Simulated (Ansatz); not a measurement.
A run on `[Cl][Ga]([Cl])[GeH3]` with other settings.

```yaml
crystal:
  periodic: [false, false, false]
  atoms:
    - {symbol: Cl, position_ang: [-0.859882, -2.502744, 1.452279]}
    - {symbol: Ga, position_ang: [0.410183, -1.127097, 0.411675]}
    - {symbol: Cl, position_ang: [2.401790, -1.855297, 0.113286]}
    - {symbol: Ge, position_ang: [-0.360332, 1.038393, -0.368490]}
    - {symbol: H, position_ang: [0.840424, 1.927048, -0.713126]}
    - {symbol: H, position_ang: [-1.210636, 1.696706, 0.725309]}
    - {symbol: H, position_ang: [-1.221547, 0.822980, -1.620933]}
basis:
  gaussian: {orbitals: STO-3G}
hamiltonian: {xc: {name: PBE0}, dispersion: d3bjatm}
scf: {lower_state_search: full}
```

```sh
$ ansatz run in.yaml --threads 4 --pin off --events-out ev --progress --plain --max-ram 10444MiB
```

Shortened log:

```
Functional definition: PBE0
599 factors; integrals over basis functions are off by at most 2.1e-5 eV
mean field evaluation 1: about -131423.3264 eV, gradient 4.5e2 eV
mean field evaluation 2: about -131423.3433 eV, gradient 4.5e2 eV
mean field evaluation 4: about -131870.6399 eV, gradient 1.6e2 eV
mean field evaluation 8: about -132434.7180 eV, gradient 1.3e1 eV
mean field evaluation 16: about -132435.6124 eV, gradient 1.3e-1 eV
mean field -132435.61231445 eV, -4866.9189844738 hartree, gradient 1.9e-5 eV, S^2 0.000000; 6 other end points of the search recorded, 0 dependent functions left out
reference -132435.61233154 eV, -4866.9189851019 hartree; 50, 50 occupied and 7, 7 virtual orbitals, 599 factors
Total energy: -132435.77984460 eV, -4866.9251410933 hartree
```

Run time 1.1 s (4 threads of an AMD EPYC 9R45 on a shared host); peak host memory 0.2 GiB.
